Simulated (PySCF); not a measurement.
Si(F)(Cl)(Br)(OH) (BrClFHOSi), SMILES O[Si](F)(Cl)Br.

Coordinates come from a B3LYP-D3(BJ)/def2-SVP optimisation. This is a generated structure with no PubChem entry under its InChIKey; it may be hypothetical. The values are those of a single conformer.

Computed with B3LYP-D3(BJ)/def2-SVP run with PySCF 2.14.0.

Frequencies are harmonic and unscaled.

Question: Estimate the vibrational spectrum. (The exact figures need the calculation; the answer reports its results.)

Answer: 
```
mode  ν (cm⁻¹)  IR (km/mol)  Raman (Å⁴/amu)  depolarisation     moving atoms (share of kinetic energy)
----  --------  -----------  --------------  --------------  -----------------------------------------
1          127         34.1             2.7            0.74   H 33 %, Cl 27 %, Br 14 %, F 12 %, O 10 %
2          155         24.0             1.6            0.62   Cl 25 %, H 24 %, F 18 %, O 16 %, Br 12 %
3          222         42.1             1.2            0.63            F 37 %, H 34 %, O 13 %, Br 10 %
4          255          9.7             1.8            0.69           Si 26 %, F 26 %, O 25 %, Cl 16 %
5          262         21.9             3.3            0.44            O 36 %, Br 26 %, F 18 %, H 12 %
6          300         27.5             2.5            0.49                    O 31 %, F 30 %, Cl 25 %
7          442         81.3             5.3            0.01  Si 45 %, O 16 %, F 14 %, Cl 12 %, Br 12 %
8          593        189.9             2.1            0.23                    Si 57 %, Cl 30 %, H 9 %
9          786        296.4             2.8            0.15                     H 64 %, O 24 %, Si 9 %
10         896        143.2             2.6            0.10            F 38 %, Si 38 %, O 13 %, H 11 %
11         988        122.0             1.9            0.46                    Si 46 %, O 32 %, F 15 %
12        3868        137.2            88.9            0.30                                     H 94 %
```
